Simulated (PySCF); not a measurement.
## Running PySCF for SbBr

The script input.py:

```python
from pyscf import gto, scf, mp

mol = gto.M(
    atom='Sb 0 0 0; Br 0 0 2.356',
    basis='lanl2dz',
    ecp={'Sb': 'lanl2dz', 'Br': 'lanl2dz'},
    charge=0,
    spin=2,
    verbose=4,
)
mf = scf.UHF(mol)
mf.kernel()
mp.MP2(mf).kernel()
mf.dip_moment()
print('orbital energies (hartree):', [e[max(0, n-3):n+3].round(4) for e, n in zip(mf.mo_energy, mol.nelec)])
```

```bash
$ OMP_NUM_THREADS=1 python input.py
```

It prints (some set-up lines and the per-cycle HOMO/LUMO lines with their warnings removed):

```
PySCF version 2.14.0

[INPUT] Symbol           X                Y                Z      unit          X                Y                Z       unit  Magmom
[INPUT]  1 Sb     0.000000000000   0.000000000000   0.000000000000 AA    0.000000000000   0.000000000000   0.000000000000 Bohr   0.0
[INPUT]  2 Br     0.000000000000   0.000000000000   2.356000000000 AA    0.000000000000   0.000000000000   4.452194749475 Bohr   0.0

nuclear repulsion = 7.86129133370119
number of shells = 8
number of NR pGTOs = 24
number of NR cGTOs = 16
basis = lanl2dz
ecp = {'Sb': 'lanl2dz', 'Br': 'lanl2dz'}

******** <class 'pyscf.scf.uhf.UHF'> ********
method = UHF
initial guess = minao
damping factor = 0
level_shift factor = 0
DIIS = <class 'pyscf.scf.diis.CDIIS'>
SCF conv_tol = 1e-09
SCF max_cycles = 50
number electrons alpha = 7  beta = 5
init E= -1.42012185180072

cycle= 1 E= -18.0742497727009  delta_E= -16.7  |g|= 0.492  |ddm|= 3.33
cycle= 2 E= -18.1715994333603  delta_E= -0.0973  |g|= 0.101  |ddm|= 0.616
cycle= 3 E= -18.1821240735176  delta_E= -0.0105  |g|= 0.0261  |ddm|= 0.195
cycle= 4 E= -18.1836756554753  delta_E= -0.00155  |g|= 0.0117  |ddm|= 0.0535
cycle= 5 E= -18.1841507614162  delta_E= -0.000475  |g|= 0.00301  |ddm|= 0.0459
cycle= 6 E= -18.1841789020659  delta_E= -2.81e-05  |g|= 0.000791  |ddm|= 0.0107
cycle= 7 E= -18.1841813493593  delta_E= -2.45e-06  |g|= 0.000381  |ddm|= 0.00334
cycle= 8 E= -18.1841821427901  delta_E= -7.93e-07  |g|= 0.000117  |ddm|= 0.00267
cycle= 9 E= -18.1841822153148  delta_E= -7.25e-08  |g|= 1.7e-05  |ddm|= 0.000966
cycle= 10 E= -18.1841822158625  delta_E= -5.48e-10  |g|= 2.9e-06  |ddm|= 6.4e-05
Extra cycle  E= -18.1841822158765  delta_E= -1.4e-11  |g|= 1.34e-06  |ddm|= 5.4e-06
converged SCF energy = -18.1841822158765  <S^2> = 2.0074433  2S+1 = 3.0049581

******** <class 'pyscf.mp.ump2.UMP2'> ********
nocc = (np.int64(7), np.int64(5)), nmo = (16, 16)
E(UMP2) = -18.2216634366052  E_corr = -0.0374812207286384
E(SCS-UMP2) = -18.2225793202026  E_corr = -0.0383971043260997
E_corr(same-spin) = -0.00759272370953813
E_corr(oppo-spin) = -0.0298884970191003
Dipole moment(X, Y, Z, Debye):  0.00000, -0.00000, -2.68783
orbital energies (hartree): [array([-0.4431, -0.3273, -0.3273,  0.0564,  0.3886,  0.3886]), array([-0.4267, -0.4267, -0.4086,  0.0109,  0.0109,  0.0908])]
```

In short: E(SCF) = -18.184182 Eh, 10 cycles, E(MP2) − E(SCF) = -0.03748 Eh, ⟨S²⟩ = 2.007, μz(SCF) = -2.69 D.

It ran on Arm Neoverse V1 (1 thread, shared host) in 0.92 s.

The bond length is a typed value, not an optimised one. No search for the lowest solution was made.
